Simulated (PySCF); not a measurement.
Parent: `[CH3:1][S:2][GeH3:3]`, CH6GeS.

Method: PySCF 2.14.0, PBE0-D3(BJ)/def2-SVP geometry optimisation, gas phase. One conformer each, not checked by frequencies here.

| coordinate of the parent | value |
| --- | --- |
| C1–S2 | 1.820 Å |
| S2–Ge3 | 2.220 Å |
| C1–S2–Ge3 | 99.5° |

**Question.** How does the shared frame change in `[CH3:1][S:2][GeH2:3][C:4]([F:5])([F:6])[C:7]([F:8])([F:9])[F:10]` with C1–S2–Ge3–C4 68°, S2–Ge3–C4–F5 -42°, C3H5F5GeS? Atoms pair as C1 = C1, S2 = S2, Ge3 = Ge3 (parent first).

**Answer.** 
```
   parent   relative  value in the relative  change
    C1–S2      C1–S2                1.823 Å  +0.003
   S2–Ge3     S2–Ge3                2.204 Å  -0.016
C1–S2–Ge3  C1–S2–Ge3                 100.1°    +0.6
```

Of the parent's bonds, S2–Ge3 changes most (-0.016 Å). Bonds of the relative outside the shared frame: Ge3–C4 2.016, C4–F5 1.355, C4–F6 1.353, C4–C7 1.532, C7–F8 1.329, C7–F9 1.326, C7–F10 1.330 Å. Point group Cs → C1.
